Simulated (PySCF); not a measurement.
# Cd (cadmium, neutral) across methods

[Kr] 4d9 5s2 5p1, one real determinant (an excited configuration). All numbers are calculated (PySCF 2.14, scalar relativity by spin-free X2C-1e, in ANO-RCC-VTZP).

```
method  E (hartree)  mean ε 5s α (eV)  mean ε 5s β (eV)  mean ε 5p α (eV)  Σ⟨r²⟩ (bohr²)   ⟨S²⟩
   M06     -5593.48            -9.123            -8.694            -3.407          59.62  2.001
   PBE     -5592.97            -8.195            -7.470            -2.975          59.52  2.002
PBEsol     -5590.26            -8.260            -7.518            -2.973          59.32  2.001
   LDA     -5587.68            -8.471            -7.821            -3.019          59.18  2.001
  PBE0     -5593.03            -9.187            -8.210            -3.760          59.44  2.002
r2SCAN     -5593.37            -8.435            -7.621            -3.210          59.26  2.003
 TPSSh     -5593.14            -8.615            -7.652            -3.348          59.33  2.002
```

Task: Estimate the same row for UHF.

Result: E (hartree) = -5590.74452; mean ε 5s α (eV) = -11.383; mean ε 5s β (eV) = -9.478; mean ε 5p α (eV) = -5.611; Σ⟨r²⟩ (bohr²) = 60.73; ⟨S²⟩ = 2.007.

⟨L²⟩ = 8.00 against 12 for a pure F term, so this real determinant mixes terms.
